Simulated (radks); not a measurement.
Species: Sm V. Configuration: [Xe] 4f4 (the NIST ground configuration). Calculated with a radial shooting solver on a logarithmic mesh with Libxc functionals: non-relativistic Kohn-Sham, PBE, spin-polarised, spherical densities, point nucleus; open shells are filled with parallel spins first (spin-orbit coupling, left out, can overturn this in heavy ions); relativity is left out, which matters for an element this heavy.

Radial electron density D(r) = 4 pi r^2 rho(r):

r (bohr)  D(r) (e/bohr)   spin D(r)
0.003701          18.44   0.0000142
0.004897          27.84   0.0000213
0.006479          40.11   0.0000300
0.008505          53.90   0.0000389
0.01125           67.61   0.0000452
0.01477           76.75   0.0000430
0.01954           78.54   0.0000233
0.02586           73.75  -0.0000357
0.03394           70.84   -0.000202
0.04491           79.72   -0.000708
0.05895           97.74    -0.00183
0.07799           106.2    -0.00235
0.1032            93.04     0.00922
0.1355            82.01      0.0773
0.1792            91.21       0.335
0.2352            86.95       0.994
0.3113            52.58        2.29
0.4118            37.74        3.98
0.5406            44.88        5.04
0.7153            33.51        4.62
0.9388            16.39        3.17
1.242             10.38        1.56
1.644             6.712       0.457
2.157             2.384      0.0524
2.854            0.3598    -0.00381
3.747           0.02141   -0.000843
4.957         0.0003148  -0.0000218

D(r) has 4 maxima, at r = 0.0180, 0.0755, 0.200, 0.549 bohr, and minima at 0.0326, 0.135, 0.396 bohr, inside which lie 1.97, 11.41, 29.19 electrons.
